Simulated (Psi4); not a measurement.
H6F2Si3 (SMILES F[SiH](F)[SiH2][SiH3]), singlet, at a GFN2-xTB geometry, atoms displaced at random by about 0.08 Å a coordinate; R2SCAN/STO-3G, gradient run with Psi4.

The Psi4 input:
```
memory 2 GB

molecule mol {
0 1
Si   -2.351675   -0.355442    0.335610
Si   -0.436249   -0.408867   -1.055951
Si    1.609721    0.300572   -0.202019
F     1.186232    1.708169    0.446767
F     1.650919   -0.439029    1.197961
H    -2.136243   -1.260379    1.627632
H    -3.564104   -0.823443   -0.364665
H    -2.796526    0.875461    0.832516
H    -0.615844    0.233728   -2.370312
H    -0.177603   -1.907582   -1.501959
H     2.765989    0.393048   -0.897783
symmetry c1
no_reorient
no_com
}

set {
  basis sto-3g
  reference rks
}

gradient('r2scan')
print_variables()
```

What the program printed (banner, timings and long lists left out):

```
gradient() will perform analytic gradient computation.

   => Loading Basis Set <=

    Name: STO-3G
    Role: ORBITAL
    Keyword: BASIS

         ---------------------------------------------------------
                                   SCF
               by Justin Turney, Rob Parrish, Andy Simmonett
                          and Daniel G. A. Smith
                              RKS Reference
         ---------------------------------------------------------

  ==> Geometry <==

    Molecular point group: c1
    Full point group: C1

    Geometry (in Angstrom), charge = 0, multiplicity = 1:

       Center              X                  Y                   Z               Mass
    ------------   -----------------  -----------------  -----------------  -----------------
         SI          -2.351675000000    -0.355442000000     0.335610000000    27.976926534650
         SI          -0.436249000000    -0.408867000000    -1.055951000000    27.976926534650
         SI           1.609721000000     0.300572000000    -0.202019000000    27.976926534650
         F            1.186232000000     1.708169000000     0.446767000000    18.998403162730
         F            1.650919000000    -0.439029000000     1.197961000000    18.998403162730
         H           -2.136243000000    -1.260379000000     1.627632000000     1.007825032230
         H           -3.564104000000    -0.823443000000    -0.364665000000     1.007825032230
         H           -2.796526000000     0.875461000000     0.832516000000     1.007825032230
         H           -0.615844000000     0.233728000000    -2.370312000000     1.007825032230
         H           -0.177603000000    -1.907582000000    -1.501959000000     1.007825032230
         H            2.765989000000     0.393048000000    -0.897783000000     1.007825032230

  Running in c1 symmetry.

  Rotational constants: A =      0.12450  B =      0.03998  C =      0.03805 [cm^-1]
  Rotational constants: A =   3732.31820  B =   1198.64039  C =   1140.74572 [MHz]
  Nuclear repulsion =  363.736109678498906

  Charge       = 0
  Multiplicity = 1
  Electrons    = 66
  Nalpha       = 33
  Nbeta        = 33

  ==> Algorithm <==

  SCF Algorithm Type is DF.
  DIIS enabled.
  MOM disabled.
  Fractional occupation disabled.
  Guess Type is SAD.
  Energy threshold   = 1.00e-08
  Density threshold  = 1.00e-08
  Integral threshold = 1.00e-12

  ==> Primary Basis <==

  Basis Set: STO-3G
    Blend: STO-3G
    Number of shells: 27
[...]
  @DF-RKS Final Energy: -1058.68872934337628
    Total Energy =                      -1058.6887293433762807
[...]

   => Composite Functional: R2SCAN <=

    r2SCAN Meta-GGA XC Functional  (0.1021/acs.jpclett.0c02405)
    J. W. Furness, A. D. Kaplan, J. Ning, J. P. Perdew, J. Sun  J. Phys. Chem. Lett.  11, 8208–8215, 2020

    Deriv               =              1
    GGA                 =           TRUE
    Meta                =           TRUE

    Exchange Hybrid     =          FALSE
    MP2 Hybrid          =          FALSE

   => Exchange Functionals <=

    1.0000   XC_MGGA_X_R2SCAN

   => Correlation Functionals <=

    1.0000   XC_MGGA_C_R2SCAN

   => LibXC Density Thresholds  <==

    XC_MGGA_C_R2SCAN:  1.00E-15
    XC_MGGA_X_R2SCAN:  1.00E-11

   => Molecular Quadrature <=

    Radial Scheme          =       TREUTLER
    Pruning Scheme         =           NONE
    Nuclear Scheme         =       TREUTLER

    Blocking Scheme        =         OCTREE
    BS radius alpha        =              1
    Pruning alpha          =              1
    Radial Points          =             75
    Spherical Points       =            302
    Total Points           =         233444
    Total Blocks           =           1799
    Max Points             =            256
    Max Functions          =             39
    Weights Tolerance      =       1.00E-15

  -Total Gradient:
     Atom            X                  Y                   Z
    ------   -----------------  -----------------  -----------------
       1       -0.017762765859     0.055054150775    -0.015779183344
       2       -0.005052044389     0.048084038565     0.024830747117
       3        0.092304238157    -0.001683300738    -0.006322795305
       4       -0.003665988638    -0.043645314809     0.000264382149
       5       -0.023001203649     0.040078923554    -0.038577298553
       6        0.006189136957    -0.028712077217     0.046440048052
       7       -0.014678837714     0.002608017604    -0.003125088899
       8       -0.001869330514    -0.027872557701    -0.007558207147
       9        0.005905774036     0.000986527409    -0.011514874730
      10        0.013166824836    -0.044756592037    -0.016850497334
      11       -0.053373074242     0.001191733638     0.033587024777

  Variable Map:
  ----------------------------------------------------------------------------
[...]
  Array Variable Map:
  ----------------------------------------------------------------------------
[...]
[...]
```
